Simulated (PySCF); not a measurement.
## Excitation energy of Os by level of theory

Os [Xe] 4f14 5d6 6s2 (5D) → Os [Xe] 4f14 5d8 (3F), as a difference of total energies. Calculation: PySCF 2.14, in ANO-RCC-VTZP (8s7p5d3f2g1h, 104 functions); scalar relativity by spin-free X2C-1e. The calculations carry no spin-orbit coupling.

| method | excitation energy (eV) |
| --- | --- |
| UHF | 4.049 |
| B97-3 | 2.995 |
| revPBE | 2.926 |
| M06-L | 3.588 |
